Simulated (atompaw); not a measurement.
# Ti (Z = 22): variants of one PAW (atompaw) potential

Base potential:

- Element: Ti (Z = 22)
- Generator: atompaw 4.2.0.5
- Type: PAW
- Functional: PBE
- Relativity: scalar-relativistic
- Frozen core: [Ne]
- Valence charge: 12
- Reference configuration: 3s2 3p6 3d2 4s1 4p1
- Partial waves: 3s (bound); 4s (bound); 3p (bound); 4p (bound); 3d (bound); 3d channel at 0.1 Ry
- Local potential: ultrasoft scheme with l = 3 at 0 Ry, radius 1.80 bohr
- Core correction: smooth core density matched at 1.90 bohr
- Augmentation charge: sinc compensation charge, radius 1.95 bohr; PAW radius 2.00 bohr; waves and projectors: bloechl

Cutoffs, loose and tight: the cutoffs (Ry, on a coarse ladder) from which the occupation-weighted sum of valence levels, in a spherical-Bessel basis at the reference potential, stays within 10 and 1 mRy of its value at 400 Ry. They see the waves, projectors and local potential, not the compensation charge or the core. A dash means not determined.

```tsv
change	outcome	cutoff, loose	cutoff, tight	bound ghosts
base	generated	40 Ry	50 Ry	none
wave 3d channel at 0.1 Ry becomes 3d channel at -0.21 Ry	generated	40 Ry	50 Ry	none
wave 3d channel at 0.1 Ry becomes 3d channel at -0.08 Ry	generated	40 Ry	50 Ry	none
wave 3d channel at 0.1 Ry becomes 3d channel at 0.13 Ry	generated	40 Ry	50 Ry	none
wave 3d channel at 0.1 Ry becomes 3d channel at 0.35 Ry	failed: atompaw: terminating projector 1000	–	–	–
wave 3d channel at 0.1 Ry becomes 3d channel at 1.07 Ry	generated	40 Ry	50 Ry	none
wave 3d channel at 0.1 Ry becomes 3d channel at 2.03 Ry	failed: atompaw: terminating projector 1000	–	–	–
wave 3d channel at 0.1 Ry becomes 3d channel at 3.08 Ry	failed: atompaw: terminating projector 1000	–	–	–
wave 3d channel at 0.1 Ry becomes 3d channel at 5.54 Ry	generated	40 Ry	50 Ry	none
wave 3d channel at 0.1 Ry becomes 3d channel at 9.86 Ry	generated	40 Ry	50 Ry	none
```

**Question.** What comes out with this change to the base: wave 3d channel at 0.1 Ry becomes 3d channel at -0.27 Ry?

**Answer.** outcome: failed: atompaw: The overlap operator has at least one negative eigenvalue!. Cause: the overlap operator built from these waves and projectors is not positive definite.
